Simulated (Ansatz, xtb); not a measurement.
**C6H6O3: which of two isomers lies lower**

Structure a: `C#C/C(=C\O)C(=O)OC`, a singlet. Structure b: `C#C/C(=C/O)C(=O)OC`, a singlet. Both are isolated molecules in the gas phase, relaxed with PBE-D3(BJ)/def2-SVP, each in the lowest conformer that the search found.

Q: Estimate E(b) − E(a) at the level CCSD(T)/def2-SVP + ΔMP2/def2-TZVPP.

A: Calculated at CCSD(T)/def2-SVP + ΔMP2/def2-TZVPP: E(b) − E(a) = −0.316 eV, so structure b lies lower.

How the difference moves with the method:

| level | geometry | E(b) − E(a) (eV) | departure from the last row (eV) | job, with rough time for the two |
| --- | --- | --- | --- | --- |
| GFN2-xTB | GFN2-xTB | −0.399 | −0.083 | optimisation, 0.54 s |
| HF/STO-3G | GFN2-xTB | −0.394 | −0.078 | single point, 2.2 s |
| r2SCAN-D4/def2-SVP | GFN2-xTB | −0.451 | −0.135 | single point, 13 s |
| PBE-D3(BJ)/def2-SVP | PBE-D3(BJ)/def2-SVP | −0.514 | −0.197 | optimisation, 1.8 min |
| HF/def2-SVP | PBE-D3(BJ)/def2-SVP | −0.226 | +0.090 | part of the CCSD(T) run |
| MP2/def2-SVP | PBE-D3(BJ)/def2-SVP | −0.352 | −0.036 | part of the CCSD(T) run |
| CCSD(T)/def2-SVP | PBE-D3(BJ)/def2-SVP | −0.332 | −0.016 | single point |
| CCSD(T)/def2-SVP + ΔMP2/def2-TZVPP | PBE-D3(BJ)/def2-SVP | −0.316 |  | single point, 8.3 min |

As drawn, both hold the same kinds of bond in the same numbers.

The levels shown agree on the order. The largest departure from CCSD(T)/def2-SVP + ΔMP2/def2-TZVPP is that of PBE-D3(BJ)/def2-SVP, 0.197 eV. The last row adds to CCSD(T) the change of the MP2 difference between the two basis sets, here +0.016 eV.

With thermal terms from frequencies at re-optimised GFN2-xTB minima (ideal gas, soft modes damped towards free rotors, one conformer each, 298.15 K, 1 atm): the zero-point term adds +0.010 eV; ΔH is −0.321 and ΔG −0.288 eV.

The correlated steps freeze 9 core orbitals. Programs: Ansatz 0.2.0, xtb 6.7.1; the last row on 2 threads of Intel(R) Xeon(R) Processor @ 2.50GHz (Skylake/Cascade Lake) on a shared host.
